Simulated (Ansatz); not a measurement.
`[OH][Sn]([OH])([Cl])[Cl]` from Hartree–Fock to CCSD(T)

```xyz
7

O    -0.020   -1.451   -0.748
Sn    0.039    0.138    0.361
O    -0.993    1.483   -0.562
Cl   -0.900   -0.189    2.423
Cl    2.231    0.774    0.660
H     0.744   -2.024   -0.640
H    -1.101    1.269   -1.495
```

Charge 0, multiplicity 1. Correlated methods include outer-core shells of Sn, which these sets cover unevenly. Sn: def2 effective core potential. Geometry: relaxed with PBE0-D4/def2-TZVP. It is one conformer, not always the lowest. Frozen core, restricted reference, Ansatz 0.2.0.

```tsv
basis	HF (Eh)	MP2 corr.	CCSD corr.	(T)	CCSD(T) total
def2-SVP	?	?	?	-0.01776	?
def2-TZVPP	-1283.47415	-1.17487	-1.19647	?	?
def2-QZVPP	-1283.51070	-1.46915	–	–	–
```

Question: Fill in the withheld values. (Best estimate.)

Answer: The calculation gave: def2-SVP HF (Eh): -1282.93874; def2-SVP MP2 corr.: -0.74768; def2-SVP CCSD corr.: -0.77972; def2-SVP CCSD(T) total: -1283.73622; def2-TZVPP (T): -0.04581; def2-TZVPP CCSD(T) total: -1284.71643.
